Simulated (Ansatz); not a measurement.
Ru, quintet (core potentials on Ru); BLYP/def2-QZVPP (Ansatz, a first-principles code).

Ansatz was given this input:
Ansatz 0.2 input:
```yaml
crystal:
  periodic: [false, false, false]
  atoms:
    - {symbol: Ru, position_ang: [0.00000000, 0.00000000, 0.00000000]}
basis:
  gaussian:
    orbitals: def2-QZVPP.json
hamiltonian:
  xc: blyp
magnetization: {spin_polarized: true, initial_magnetization: 4}
```
The basis file holds def2-QZVPP in the JSON format of the Basis Set Exchange.

Q: Predict the main parts of the log of this Ansatz run.

A: 
```
Functional definition: BLYP
391 factors; their error is unknown
mean field evaluation 1: about -2575.8345 eV, gradient 2.7e1 eV
mean field evaluation 2: about -2562.4324 eV, gradient 6.3e1 eV
mean field evaluation 4: about -2578.5409 eV, gradient 8.4e0 eV
mean field evaluation 8: about -2579.1209 eV, gradient 6.4e-1 eV
mean field evaluation 16: about -2579.1207 eV, gradient 6.0e-4 eV
mean field evaluation 32: about -2579.0863 eV, gradient 1.8e0 eV
mean field evaluation 64: about -2579.1206 eV, gradient 2.3e-5 eV
mean field evaluation 96: about -2578.7695 eV, gradient 8.0e0 eV
mean field evaluation 128: about -2578.8950 eV, gradient 3.1e0 eV
mean field -2579.12065473 eV, -94.7809358704 hartree, gradient 8.7e-6 eV, S^2 6.001838; 11 other end points of the search recorded, 0 dependent functions left out
reference -2579.12086606 eV, -94.7809436367 hartree; 10, 6 occupied and 78, 82 virtual orbitals, 391 factors
Total energy: -2579.12086606 eV, -94.7809436367 hartree
```
